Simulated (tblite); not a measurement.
Compound: C4H9AlN2.
Structure used (GFN2-xTB), in Å, numbered top down from 1:
```
atom  x, y, z in Å
C1     1.8850    0.9204    2.1565
C2     1.5656    0.3797    0.8787
N3     1.3011   -0.0377   -0.1605
Al4    0.4476   -1.4415   -1.2592
C5    -1.4423   -1.2950   -0.5239
N6    -2.2988   -0.3588   -0.4872
C7    -1.9497    0.8966   -1.0683
H8     2.8146    1.4877    2.1003
H9     2.0023    0.1029    2.8681
H10    1.0788    1.5745    2.4903
H11    1.1925   -2.6567   -0.6017
H12    0.8402   -1.0316   -2.7081
H13   -1.8241   -2.2150   -0.0445
H14   -2.0658    1.6795   -0.3157
H15   -2.6427    1.1116   -1.8834
H16   -0.9122    0.8925   -1.4528
```

Method: GFN2-xTB as coded in tblite; computed harmonic values from a numerical Hessian at the method's own geometry, unscaled. Against measured fundamentals such values can be off by several per cent, at times by over 20. Modes of hydrogen on aluminium can be 10 to 20 % off. One conformer, not necessarily the lowest.

Harmonic wavenumbers (cm⁻¹): 26.7, 31.6, 42.5, 80.6, 98.0, 137.0, 207.9, 254.9, 313.3, 327.7, 358.0, 387.0, 431.4, 467.4, 569.9, 638.8, 764.6, 800.2, 981.1, 986.1, 1004.4, 1010.0, 1096.5, 1103.9, 1278.0, 1355.7, 1378.1, 1393.0, 1394.0, 1437.1, 1464.2, 1664.9, 1672.2, 1727.0, 2323.4, 2779.3, 2782.5, 2965.6, 2987.4, 3003.5, 3006.5, 3013.0.

A = 2742, B = 1266, C = 998.8 MHz; mass 112.058 u (most abundant isotopes); point group C1, symmetry number 1.

Task: Zero-point energy?

Result: Half the sum of the wavenumbers: 24872 cm⁻¹ = 71.11 kcal/mol.

Task: What is S at 200 K and 1 bar for an ideal gas of classical rigid rotors and harmonic oscillators?

Result: Translation 38.10, rotation 27.73, vibration 28.52: S = 94.3 cal/(mol K).

Task: And Cp and H(200 K) − H(0)?

Result: Cp = 31.30 cal/(mol K), of which vibrations give 23.35 (their classical limit is 42 R = 83.5); H(200 K) − H(0) = 4.30 kcal/mol without the zero-point energy, 2.71 from vibrations.

Task: What must be added to the electronic energy to get the Gibbs energy at 200 K and 1 bar?

Result: ZPE + [H(200 K) − H(0)] − T·S = 71.11 + 4.30 − 18.87 = 56.54 kcal/mol.

Task: Which modes carry the vibrational entropy at 200 K?

Result: 26.7 cm⁻¹: 5.27; 31.6 cm⁻¹: 4.94; 42.5 cm⁻¹: 4.35; 80.6 cm⁻¹: 3.10; 98.0 cm⁻¹: 2.72; 137.0 cm⁻¹: 2.09 cal/(mol K); the other 36 give 6.05 together.

Task: How do the functions run with temperature in this model?

Result: 
```json
{"T (K)": "100", "S (cal/(mol K))": "76.0", "Cp (cal/(mol K))": "22.1", "H − H(0) (kcal/mol)": "1.60", "G − H(0) (kcal/mol)": "-6.00", "ln q(vib)": "3.85"}
{"T (K)": "300", "S (cal/(mol K))": "108.5", "Cp (cal/(mol K))": "38.9", "H − H(0) (kcal/mol)": "7.81", "G − H(0) (kcal/mol)": "-24.74", "ln q(vib)": "10.75"}
{"T (K)": "500", "S (cal/(mol K))": "131.6", "Cp (cal/(mol K))": "51.9", "H − H(0) (kcal/mol)": "16.95", "G − H(0) (kcal/mol)": "-48.83", "ln q(vib)": "16.35"}
{"T (K)": "800", "S (cal/(mol K))": "159.1", "Cp (cal/(mol K))": "65.2", "H − H(0) (kcal/mol)": "34.68", "G − H(0) (kcal/mol)": "-92.59", "ln q(vib)": "23.57"}
{"T (K)": "1000", "S (cal/(mol K))": "174.3", "Cp (cal/(mol K))": "71.1", "H − H(0) (kcal/mol)": "48.34", "G − H(0) (kcal/mol)": "-125.96", "ln q(vib)": "27.82"}
```

q(vib) and H(0) count from the zero-point level.

Task: Blend soft modes into free rotors: weight 1/[1 + (100 cm⁻¹/ν̃)⁴] for the oscillator and the rest for a rotor with moment μB/(μ + B), μ = h/(8π²ν), B = 10⁻⁴⁴ kg m². What vibrational entropy results?

Result: 24.33 cal/(mol K) in place of 28.52, which changes −T·S at 200 K by +0.84 kcal/mol.

Hindered rotation and anharmonicity are outside this model. Other conformers, if any are populated, would add a mixing term that is left out. The structure is chiral; the term R ln 2 for an equal mix with its mirror image is left out.
